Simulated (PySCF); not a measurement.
Compound: BGeH₈NSi.
Atom-mapped SMILES: `[BH2:1][N:2]([SiH3:3])[GeH3:4]` (hydrogens: H5, H6 on B1; H7, H8, H9 on Si3; H10, H11, H12 on Ge4)

A GFN2-xTB structure was refined with PBE0-D3(BJ)/def2-SVP geometry optimisation, gas phase (PySCF 2.14.0). Its GFN2-xTB values:

```json
{"coordinate": "B1–N2", "GFN2-xTB": "1.382 Å"}
{"coordinate": "B1–H5", "GFN2-xTB": "1.158 Å"}
{"coordinate": "N2–Si3", "GFN2-xTB": "1.742 Å"}
{"coordinate": "N2–Ge4", "GFN2-xTB": "1.810 Å"}
{"coordinate": "Si3–H7", "GFN2-xTB": "1.470 Å"}
{"coordinate": "Ge4–H10", "GFN2-xTB": "1.518 Å"}
{"coordinate": "B1–N2–Si3", "GFN2-xTB": "123.5°"}
{"coordinate": "B1–N2–Ge4", "GFN2-xTB": "123.5°"}
{"coordinate": "N2–B1–H5", "GFN2-xTB": "122.2°"}
{"coordinate": "N2–Ge4–H10", "GFN2-xTB": "109.5°"}
{"coordinate": "Si3–N2–Ge4", "GFN2-xTB": "113.0°"}
{"coordinate": "H7–Si3–H9", "GFN2-xTB": "110.0°"}
{"coordinate": "H10–Ge4–H11", "GFN2-xTB": "110.3°"}
{"coordinate": "H11–Ge4–H12", "GFN2-xTB": "108.0°"}
```

Problem. How do these coordinates change at the PBE0-D3(BJ)/def2-SVP level?

Solution. 
| coordinate | PBE0-D3(BJ)/def2-SVP (Å or °) | change |
| --- | --- | --- |
| N2–Ge4 | 1.873 | +0.063 |
| B1–H5 | 1.213 | +0.055 |
| B1–N2 | 1.409 | +0.027 |
| Si3–H7 | 1.496 | +0.026 |
| N2–Si3 | 1.768 | +0.026 |
| Ge4–H10 | 1.532 | +0.014 |
| Si3–N2–Ge4 | 118.7 | +5.7 |
| B1–N2–Ge4 | 120.2 | -3.3 |
| N2–B1–H5 | 119.5 | -2.7 |
| H7–Si3–H9 | 107.5 | -2.5 |
| B1–N2–Si3 | 121.2 | -2.3 |
| N2–Ge4–H10 | 107.5 | -2.0 |
| H10–Ge4–H11 | 111.7 | +1.4 |
| H11–Ge4–H12 | 109.3 | +1.3 |

The energy falls by 20.8 kJ/mol over 5 energy and gradient evaluations, the largest force component goes from 0.0293 to 3.7e-04 Eh/bohr, and the atoms move by 0.090 Å rms after alignment. The bond that changes most is N2–Ge4 (ends: silicon-bound nitrogen; germanium bonded to N and 3 H), which lengthens by 0.063 Å. Bonds longer at the end by more than 0.005 Å: 9 of 11; shorter: 0. Rotational constants go from 5987, 2235, 1691 to 6074, 2013, 1569 MHz.

The run used 118 basis functions and 31 SCF cycles in all. Hardware: one thread of an AMD EPYC 9R14, shared host with 192 logical CPUs at a one-minute load of 51. Cost: 21 s, 0.49 GiB resident at most.

Not checked by PBE0-D3(BJ)/def2-SVP frequencies.
